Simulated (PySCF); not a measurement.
Species: C4H4F3N.
Numbering: `[H]/[N:1]=[CH:2]\[C:3]([F:4])=[CH:5]\[CH:6]([F:7])[F:8]` (hydrogens: H9 on N1; H10 on C2; H11 on C5; H12 on C6)

A PySCF run (density fitting, gas phase, GFN2-xTB geometry) gave HOMO -5.30 eV, LUMO 0.92 eV, dipole 0.67 D and E = -501.994 Eh.

Question: Which of these levels was it?
A. BHandHLYP/IGLO-II
B. mPW1PW91/STO-3G
C. PBE0/def2-SVPD

Answer: B. It is mPW1PW91/STO-3G. All candidates on this geometry:

```json
{"level and settings": "PBE0/def2-SVPD", "kind": "global hybrid", "basis functions": "201", "SCF cycles": "14", "E (Eh)": "-508.1842", "HOMO (eV)": "-8.41", "LUMO (eV)": "-2.46", "dipole (D)": "0.62"}
{"level and settings": "mPW1PW91/STO-3G", "kind": "global hybrid", "basis functions": "44", "SCF cycles": "13", "E (Eh)": "-501.9939", "HOMO (eV)": "-5.30", "LUMO (eV)": "0.92", "dipole (D)": "0.67"}
{"level and settings": "BHandHLYP/IGLO-II, grid level 1", "kind": "global hybrid", "basis functions": "200", "SCF cycles": "11", "E (Eh)": "-508.9681", "HOMO (eV)": "-9.44", "LUMO (eV)": "-1.25", "dipole (D)": "0.62"}
```

The nearest other candidate, by the summed differences of HOMO and LUMO, is BHandHLYP/IGLO-II: its HOMO differs by -4.14 eV and its LUMO by -2.17 eV. Cycle counts include a coarse-grid stage where the run had one.

Conformer computed: `[H]/[N:1]=[CH:2]\[C:3]([F:4])=[CH:5]\[CH:6]([F:7])[F:8]`: N1–C2–C3–F4 180°, C3–C5–C6–F7 121°.
